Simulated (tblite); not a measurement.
Question: Write Cartesian coordinates for `[SiH3]CP(CC)c1ccoc1` as optimised with GFN2-xTB.

Answer: 
```
atom  x, y, z in Å
C1     2.828   -1.516    0.014
C2     1.982   -0.253   -0.048
P3     0.332   -0.555   -0.877
C4    -0.533   -1.442    0.502
Si5   -2.415   -1.517    0.227
C6    -0.345    1.109   -0.602
C7    -0.547    1.840    0.606
C8    -1.087    3.028    0.238
O9    -1.236    3.096   -1.097
C10   -0.786    1.935   -1.596
H11    3.806   -1.300    0.441
H12    2.971   -1.926   -0.984
H13    2.348   -2.275    0.628
H14    2.494    0.508   -0.644
H15    1.819    0.155    0.954
H16   -0.132   -2.458    0.518
H17   -0.289   -0.974    1.458
H18   -2.689   -2.085   -1.092
H19   -2.983   -2.369    1.276
H20   -2.996   -0.177    0.333
H21   -0.323    1.523    1.604
H22   -1.399    3.880    0.810
H23   -0.824    1.800   -2.658
```

Orientation and origin are arbitrary. Atoms count from 1 in this order. Si5 (SiH3 silicon) is tetrahedral (angles from 107.6° to 110.3°). The C–C distances run from 1.357 Å (C7–C8, aromatic) to 1.522 Å (C1–C2, drawn single), a spread of 0.165 Å. Of the pairs four or more bonds apart, C7···H15 is among the closest relative to their van der Waals radii: 2.92 Å, 101 % of the sum of Bondi's values. P3 (phosphine phosphorus) is pyramidal (angles 99.2°, 98.7° and 96.5°, sum 294.5°, 0.90 Å off the plane of its three neighbours).

Bonds between heavy atoms (Å): C1–C2 1.522, C2–P3 1.870, P3–C4 1.854, C4–Si5 1.904, P3–C6 1.817, C6–C7 1.426, C7–C8 1.357, C8–O9 1.345, O9–C10 1.341, C6–C10 1.365.

Computed geometry: GFN2-xTB, gas phase.

Point group: C1 (no symmetry element, even within 0.4 Å). Its GFN2-xTB frequencies are all real (lowest 31 cm⁻¹). The numbers are those of one conformer (C1–C2–P3–C4 76°, C2–P3–C4–Si5 165°, C2–P3–C6–C7 -57°). 3 starts were optimised and ended at 0.00, 0.01 and 0.60 kcal/mol (GFN2-xTB); the lowest of these is shown.

On one thread of an Intel Xeon 6975P-C (shared host), this took 2.5 s wall. These figures are those of the optimisation.
